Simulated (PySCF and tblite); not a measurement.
Results of a calculation; reference values are marked as such.
Molecule: C6H13N, numbered as in [CH3:1][C@H:2]1[CH2:3][CH2:4][N:5]([CH3:6])[CH2:7]1.

The ring 2–3–4–5–7 is held at Altona–Sundaralingam phase angles P (ν_j = ν_max cos(P + 144°(j − 2)), ν_j about the bond from ring atom j to j + 1, counted from 0) and the rest relaxed at GFN2-xTB. Energies: BP86/pcSseg-1 + D3(BJ). Programs: tblite and PySCF.

GFN2-xTB profile:

(phase angle P °, kcal/mol): (0, 0.04), (18, 0.00), (36, 0.02), (54, 0.17), (72, 0.44), (90, 0.88), (108, 1.39), (126, 1.65), (144, 1.47), (162, 1.01), (180, 0.57), (198, 0.42), (216, 0.63), (234, 1.01), (252, 1.26), (270, 1.24), (288, 0.97), (306, 0.64), (324, 0.35), (342, 0.15)

(1) Give the DFT energy and dipole along the phase angle P.

(2) How free is the pseudorotation?

Results:

(1) 
```json
{"phase angle P °": "0", "E kcal/mol": "0.13", "dipole D": "0.48", "amplitude °": "44"}
{"phase angle P °": "36", "E kcal/mol": "0.00", "dipole D": "0.50", "amplitude °": "44"}
{"phase angle P °": "72", "E kcal/mol": "1.18", "dipole D": "0.62", "amplitude °": "42"}
{"phase angle P °": "108", "E kcal/mol": "3.22", "dipole D": "0.82", "amplitude °": "38"}
{"phase angle P °": "144", "E kcal/mol": "4.13", "dipole D": "0.96", "amplitude °": "37"}
{"phase angle P °": "180", "E kcal/mol": "3.25", "dipole D": "0.94", "amplitude °": "39"}
{"phase angle P °": "216", "E kcal/mol": "3.17", "dipole D": "0.95", "amplitude °": "39"}
{"phase angle P °": "252", "E kcal/mol": "3.65", "dipole D": "0.99", "amplitude °": "38"}
{"phase angle P °": "288", "E kcal/mol": "2.49", "dipole D": "0.90", "amplitude °": "40"}
{"phase angle P °": "324", "E kcal/mol": "0.96", "dipole D": "0.67", "amplitude °": "42"}
```

(2) The sampled points span 4.13 kcal/mol, from P = 36° to P = 144°; RT at 298 K is 0.59 kcal/mol, so it is hindered but fast.
